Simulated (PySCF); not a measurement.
C₂H₇NOSi₂, SMILES C[SiH2][SiH2]OC#N.

Geometry optimised at PBE0-D3(BJ)/def2-SVP. This is a generated structure with no PubChem entry under its InChIKey; it may be hypothetical. One conformer was computed; it need not be the lowest.

Two levels are set side by side: PBE/def2-TZVP (PySCF) and r2SCAN/def2-TZVP (PySCF). Same geometry, gas phase. Differences are taken from unrounded values.

```json
[
 {"quantity": "orbital gap (eV)", "PBE": "4.74"},
 {"quantity": "highest occupied level (eV)", "PBE": "-6.92"},
 {"quantity": "lowest empty level (eV)", "PBE": "-2.18"},
 {"quantity": "dipole moment (D)", "PBE": "5.66"},
 {"quantity": "mean polarisability (bohr³)", "PBE": "88.3"}
]
```

**Question.** These are the PBE values. What does r2SCAN give? (Estimate from the structure and the level; the computed values follow.)

**Answer.** 
| quantity | r2SCAN | PBE minus r2SCAN |
|---|---|---|
| orbital gap (eV) | 5.30 | -0.56 |
| highest occupied level (eV) | -7.21 | 0.29 |
| lowest empty level (eV) | -1.91 | -0.27 |
| dipole moment (D) | 5.75 | -0.09 |
| mean polarisability (bohr³) | 85.7 | 2.6 |

Rough cost on one machine, each run with all the roots and properties that it gave: r2SCAN against PBE about 3 times.
